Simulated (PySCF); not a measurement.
# Nitrogen: a sound run and one with changed settings

Sound run: N+ [He] 2s2 2p2, N(2+) [He] 2s2 2p1. All numbers are calculated (PySCF 2.14, the non-relativistic Hamiltonian (point nucleus), in cc-pVDZ). In the sound run the correlated levels freeze 1s2. The sound run starts from symmetry-adapted Hartree-Fock orbitals and uses a fine grid where one is needed.

Changed run: all electrons correlated in a basis built for the valence shell.

| species | method | sound run (hartree) | changed run (hartree) | converged |
| --- | --- | --- | --- | --- |
| N+ | MP2 | -53.93437 | -53.93587 | yes |
| N+ | CCSD(T) | -53.95698 | -53.95830 | yes |
| N(2+) | MP2 | -52.85142 | -52.85292 | yes |
| N(2+) | CCSD(T) | -52.88050 | -52.88171 | yes |

Ionisation energy of N+:

```tsv
method	sound run (eV)	changed run (eV)
UHF	29.247	29.247
MP2	29.469	29.469
SCS-MP2	29.364	29.362
CCSD	29.287	29.290
CCSD(T)	29.292	29.295
```

A valence basis has no tight correlating functions, so it recovers only part of the core correlation, and not evenly between atom and ion.

For comparison, NIST gives 29.601 eV between the lowest levels.
